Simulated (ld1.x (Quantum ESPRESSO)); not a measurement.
bromine: variants of one PAW potential

Base potential:

```
Element                 : bromine (Br)
Generator               : ld1.x (Quantum ESPRESSO) 7.5
Type                    : PAW
Functional              : BP86
Relativity              : scalar-relativistic
Frozen core             : [Ne]
Valence charge          : 25
Reference configuration : 3s2 3p6 3d10 4s2 4p5
Partial waves           : 3s (bound): rcut 0.85, rcutus 0.90 bohr; 4s (bound): rcut 0.85, rcutus 0.90 bohr; 3p (bound): rcut 0.85, rcutus 0.95 bohr; 4p (bound): rcut 0.85, rcutus 0.95 bohr; 3d (bound): rcut 0.60, rcutus 0.75 bohr; 3d channel at -2.95 Ry: rcut 0.60, rcutus 0.75 bohr
Local potential         : all-electron potential smoothed inside 0.65 bohr (lloc = -1)
Core correction         : Bessel-smoothed model core inside 0.70 bohr
Augmentation charge     : BG, radius 0.60 bohr
```

Cutoffs, loose and tight: the cutoffs (Ry, on a coarse ladder) from which the occupation-weighted sum of valence levels, in a spherical-Bessel basis at the reference potential, stays within 10 and 1 mRy of its value at 400 Ry. They do not see the model core or the augmentation charge, which bear on the density cutoff. Test errors are all-electron minus pseudo excitation energies from the reference, over the configurations 3s2 3p6 3d10 4s2 4p4; 3s2 3p6 3d10 4s2 4p3; 3s2 3p6 3d10 4s2 4p2; 3s2 3p6 3d9 4s2 4p5; 3s2 3p6 3d9 4s2 4p6; 3s2 3p6 3d10 4s2 4p4.5; 3s2 3p6 3d10 4s1 4p5. A dash means not determined; rows that change the core or the reference have their own tests. The largest error is taken over the tests solved by every variant that gives reliable tests at all: 3s2 3p6 3d10 4s2 4p2; 3s2 3p6 3d10 4s2 4p3; 3s2 3p6 3d10 4s2 4p4.

Cutoffs are not given where the Bessel-basis levels miss the radial ones by over 6 mRy, ghosts where they miss by over 20 mRy; a channel whose overlap is not positive is not tested.

A file whose overlap is not positive is unfit for use, and its test errors describe a broken file.

```csv
change,outcome,bound ghosts,largest test error (meV)
base,"generated, overlap not positive",not determined (overlap not positive),+61
local potential all-electron potential smoothed inside 0.44 bohr (lloc = -1),"generated, overlap not positive",not determined (overlap not positive),-156
local potential all-electron potential smoothed inside 0.54 bohr (lloc = -1),"generated, overlap not positive",not determined (overlap not positive),+92
local potential all-electron potential smoothed inside 0.68 bohr (lloc = -1),"generated, overlap not positive",not determined (overlap not positive),+58
local potential all-electron potential smoothed inside 0.96 bohr (lloc = -1),"generated, overlap not positive",not determined (overlap not positive),+19
```

Task: What comes out with this change to the base: local potential all-electron potential smoothed inside 1.08 bohr (lloc = -1)?

Result: outcome: generated, overlap not positive; bound ghosts: not determined (overlap not positive); largest test error (meV): -76. A file whose overlap is not positive is unfit for use, and its test errors describe a broken file.

Task: What comes out with this change to the base: local potential all-electron potential smoothed inside 0.84 bohr (lloc = -1)?

Result: outcome: generated, overlap not positive; bound ghosts: not determined (overlap not positive); largest test error (meV): +120. A file whose overlap is not positive is unfit for use, and its test errors describe a broken file.
